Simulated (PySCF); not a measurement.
Computed structure and properties of [HfBr2]2+

System: [HfBr2]2+ (singlet); start: template (C2v). Method: PySCF 2.14.0, RKS PBE0, Hf def2-SVP with ECP60, Br def2-SVP; non-relativistic Hamiltonian with scalar-relativistic core potentials where named; density fitting; no spin-orbit coupling.

Input of the relaxation:

```python
mol = gto.M(atom='''
Hf     0.00000     0.00000    -0.47928
Br     2.29200    -0.00000     0.54642
Br    -2.29200     0.00000     0.54642''',
    basis={'Hf': 'def2-SVP', 'Br': 'def2-SVP'},
    ecp={'Hf': 'def2-SVP'},
    charge=2, spin=0)
mf = dft.RKS(mol, xc='PBE0')
mf.grids.atom_grid = (50, 194)
mf = mf.density_fit()  # fitting sets: Hf def2-universal-JKFIT, Br def2-universal-JKFIT
mf.conv_tol = 1e-08; mf.max_cycle = 55
mf.kernel(dm0)  # dm0: converged density of the start geometry
# quasi-Newton relaxation in Cartesian coordinates to a largest gradient under 0.00045 Eh/bohr, steps kept in the point group
```

Run from Python with OMP_NUM_THREADS=2; the lines above give its settings. Where DIIS fails, smearing, a level shift and second-order steps follow.
It took 39 s on 2 threads of Arm Neoverse N1 (shared host), from the converged density of the start.

Course of the relaxation:

| step | energy above end (eV) | largest force component within the symmetry (eV/Å) |
| --- | --- | --- |
| 0 | 0.7964 | 2.306 |
| 1 | 0.3810 | 1.110 |
| 2 | 0.1203 | 0.823 |
| 3 | 0.0051 | 0.383 |
| 4 | 0.0002 | 0.036 |
| 5 | 0.0000 | 0.008 |
| 6 | 0.0000 | 0.002 |

Relaxed geometry (C2v):

```xyz
3

Hf    0.0000    0.0000   -0.7679
Br    1.8380    0.0000    0.6907
Br   -1.8380    0.0000    0.6907
```

| contact | Å |
| --- | --- |
| Hf1–Br2 (Br) | 2.346 |
| Hf1–Br3 (Br) | 2.346 |

On the finer grid (75, 302):

```json
{"HOMO": "-19.26 eV", "LUMO": "-15.00 eV", "Dipole about the centre of mass": "5.08 D", "Set of Mulliken populations of Hf1 outside the core potential": "s 2.36, p 6.13, d 1.90, f 0.08", "D3(BJ) dispersion energy (not in the energies)": "-0.102 eV"}
```

```tsv
atom	Mulliken (e)	Löwdin (e)	spin (e)
Hf1	1.52	0.74	0.00
Br2	0.24	0.63	0.00
Br3	0.24	0.63	0.00
```

On the grid (50, 194), as all that follows. Harmonic modes: a minimum; lowest 98 cm⁻¹ (negative: unstable), highest 331 cm⁻¹, zero-point energy 0.047 eV.

Taking off one Br (charge -1, singlet; the rest: singlet) in vacuum, both parts rigid, costs 22.57 eV; the small basis without counterpoise inflates it. Most of it is the attraction of opposite charges; other ways to part are cheaper, and one spin state was tried for the rest.

Rigid scan of Br along the line from its metal:

| distance to Br2 (Å) | energy (eV) |
| --- | --- |
| 2.05 | 1.506 |
| 2.15 | 0.577 |
| 2.25 | 0.125 |
| 2.35 | 0.000 |
| 2.45 | 0.094 |
| 2.55 | 0.332 |
| 2.75 | 1.036 |

One start shape was tried, so this needn't be the lowest isomer.
